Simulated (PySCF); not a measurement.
**[Tm(HCN)]2+ at several levels of theory**

Computed with PySCF 2.14.0 (density fitting, no spin-orbit coupling) at the geometry relaxed with PBE0:

```xyz
4
[Tm(HCN)]2+ (singlet in the valence; each metal's 4f electrons, 13 of them, lie in its core potential, out of spins and levels)
Tm    0.0000    0.0000   -0.3038
N     0.0000    0.0000    2.1339
C     0.0000    0.0000    3.2874
H     0.0000    0.0000    4.3823
```

```
level                                                              basis    state  HOMO (eV)  gap (eV)  charge on Tm1 (e)  population of f-type functions on Tm1 (polarisation alone where 4f lies in the core)  dipole about the centre of mass (D)  largest force component (eV/Å)
 PBE0      Tm lcecp-0-SVP with ECP59, N def2-SVP, C def2-SVP, H def2-SVP  singlet          –         –               1.75                                                                                  0.00                                 2.92                            0.00
 TPSS                                                           the same  singlet          –         –               1.74                                                                                  0.00                                 2.94                            1.10
 PBE0  Tm lcecp-0-TZVP with ECP59, N def2-TZVP, C def2-TZVP, H def2-TZVP  singlet          –         –               1.86                                                                                  0.01                                 3.05                            1.00
```

In the lcecp rows the 4f levels are missing from HOMO and gap, and the state counts the valence alone.

Charges are Mulliken's, which hang on the basis. The relaxation used the grid (50, 194), these runs (75, 302) or, all-electron (x2c bases, spin-free X2C Hamiltonian), (99, 590).

What does r2SCAN with Tm lcecp-0-SVP with ECP59, N def2-SVP, C def2-SVP, H def2-SVP give here?

state singlet, charge on Tm1 (e) 1.76, population of f-type functions on Tm1 (polarisation alone where 4f lies in the core) 0.00, dipole about the centre of mass (D) 2.88, largest force component (eV/Å) 0.52. Time: 3.9 s on 2 threads of AMD EPYC 7R43 64-Core Processor (Zen 3), with other jobs on the host, from an already converged density.

An lcecp potential fixes the number of 4f electrons, so in runs with it no electron can move into or out of that shell.
